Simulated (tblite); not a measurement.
Cl3Zr (SMILES [Cl][Zr+]([Cl])[Cl]), charge +1, singlet, geometry from GFN2-xTB (such geometries of metal compounds can be far from the true shape) (the multiplicity is a formal guess); GFN1-xTB (tblite).

The tblite input:
```
$ tblite run mol.xyz --method gfn1 --charge 1 --spin 0 --guess eeq --json tblite.json --no-restart

# file mol.xyz
4

Zr     0.15875433     0.51056675     0.33588799
Cl     1.74782318    -0.70230034    -0.68954777
Cl    -0.90135597    -1.20484652     1.32645771
Cl    -1.22000682     0.70581332    -1.42723463
```

**Question.** What does tblite print? Leave out banner, timings and long lists.

**Answer.** 
```
xTB calculator
 | screened Coulomb repulsion
 | Coulomb electrostatics
 |  * isotropic Klopman-Ohno-Mataga-Nishimoto electrostatics
 |  * onsite third-order electrostatics
 | DFT-D3(BJ) dispersion correction

halogen bonding energy    0.0000000000000E+00 Eh
repulsion energy          5.8968095328488E-02 Eh
dispersion energy        -2.0714344267991E-03 Eh
number of electrons       2.4000000000000E+01 e
integral cutoff           4.0000000000000E+01 bohr

------------------------------------------------------------
  cycle        total energy    energy error   density error
------------------------------------------------------------
      1     -13.80327078824  -1.3860167E+01   4.4386378E-01
      2     -13.80157950350   1.6912847E-03   2.5470839E-01
      3     -13.78505782831   1.6521675E-02   2.1411988E-01
      4     -13.81325567944  -2.8197851E-02   1.3631272E-02
      5     -13.81340311631  -1.4743687E-04   1.1517566E-02
      6     -13.81350504584  -1.0192953E-04   9.4532301E-04
      7     -13.81350574457  -6.9872058E-07   9.8577869E-05
      8     -13.81350575257  -8.0020151E-09   1.1040688E-05
------------------------------------------------------------

electronic energy        -1.3870402413469E+01 Eh
total energy             -1.3813505752567E+01 Eh

Post processing:
 | Mayer-Wiberg bond orders

[Info] JSON dump of results written to 'tblite.json'
```
